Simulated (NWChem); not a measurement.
# C₂H₆FIn; SMILES [CH3][In]([CH3])[F]

Program: NWChem. Coordinates come from a PBE0/def2-SVP optimisation. No frequency run checked for a minimum. def2 effective core potentials on In; no spin-orbit coupling.

Diagonal of the polarisability tensor at PBE0/def2-SVPD, static: 80.66, 47.19, 55.96 bohr³.

**Question.** Find the mean polarisability volume, the molar refraction, and the refractive index that an ideal gas of it would have at 273.15 K and 1 atm.

**Answer.** 
1. Mean: one third of the trace = 61.27 bohr³ × 0.14818 Å³/bohr³ = 9.08 Å³.
2. Molar refraction (Lorentz-Lorenz): (4π/3) N_A α = 22.9 cm³/mol.
3. Number density p/kT = 2.687 × 10⁻⁵ Å⁻³; n − 1 = 2π N α = 15.33 × 10⁻⁴.
4. These hold the electronic response alone: vibrational and orientational terms add to the static dielectric constant.
